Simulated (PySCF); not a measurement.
# ZnSi⁺: from constants to spectrum

HSE06 constants of ZnSi⁺, ²Π (doublet), unpaired electrons π ↑ (Zn def2-SVP, Si def2-SVP; no relativity (PySCF 2.14); masses 63.9291 and 27.9769 u):

```
ωe              : 239.9 cm⁻¹
ωexe            : 1.24 cm⁻¹
Be              : 0.13544 cm⁻¹
αe              : 0.00101 cm⁻¹
D (centrifugal) : 1.73e-07 cm⁻¹
De to Zn + Si⁺  : 1.99 eV
```

Question: Give the vibrational terms G(v) and spacings up to v = 6.

Answer: G(v) = ωe(v+½) − ωexe(v+½)².

| v | G(v) (cm⁻¹) | G(v) − G(v−1) | Bv (cm⁻¹) |
| --- | --- | --- | --- |
| 0 | 119.6 |  | 0.1349 |
| 1 | 357.1 | 237.4 | 0.1339 |
| 2 | 592.0 | 234.9 | 0.1329 |
| 3 | 824.5 | 232.5 | 0.1319 |
| 4 | 1054.4 | 230.0 | 0.1309 |
| 5 | 1281.9 | 227.5 | 0.1299 |
| 6 | 1507.0 | 225.0 | 0.1289 |

Question: How well does the Morse estimate ωe²/(4ωexe) reproduce De, and what is D0?

Answer: It gives 1.44 eV, 72 % of the computed De. D0 = De − G(0) = 1.99 − 0.01 = 1.98 eV.

For an ion De counts to the pair picked by the measured ionisation energies or electron affinities, which need not be the lowest pair at this level. The state is the lowest determinant that a PBE0 search found; another state may lie lower at other levels.
